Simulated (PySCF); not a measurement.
Excitation energy of Au²⁺ by level of theory

Au²⁺ [Xe] 4f14 5d9 (2D) → Au²⁺ [Xe] 4f14 5d8 6p1 (high-spin determinant), as a difference of total energies. Calculation: PySCF 2.14, in aug-cc-pVDZ-PP with ECP60MDF; a scalar-relativistic core potential. Correlated levels: valence: 5s2 5p6 frozen. The calculations carry no spin-orbit coupling.

```json
{"method": "UHF", "excitation energy (eV)": "11.955"}
{"method": "LDA", "excitation energy (eV)": "12.617"}
{"method": "PBE", "excitation energy (eV)": "12.408"}
{"method": "PBE0", "excitation energy (eV)": "12.519"}
{"method": "r2SCAN", "excitation energy (eV)": "12.264"}
{"method": "B2PLYP", "excitation energy (eV)": "12.560"}
{"method": "BP86", "excitation energy (eV)": "12.406"}
{"method": "MN15", "excitation energy (eV)": "12.923"}
{"method": "wB97X", "excitation energy (eV)": "13.025"}
{"method": "MP2 (valence)", "excitation energy (eV)": "12.735"}
{"method": "SCS-MP2 (valence)", "excitation energy (eV)": "12.827"}
```

**Question.** How much does correlation contribute at MP2 (valence)?

**Answer.** 12.735 − (11.955) = 0.780 eV, measured against UHF.

The determinant of the upper state mixes LS terms, which raises its energy above the lowest term, most at the Hartree-Fock and MP2 levels.
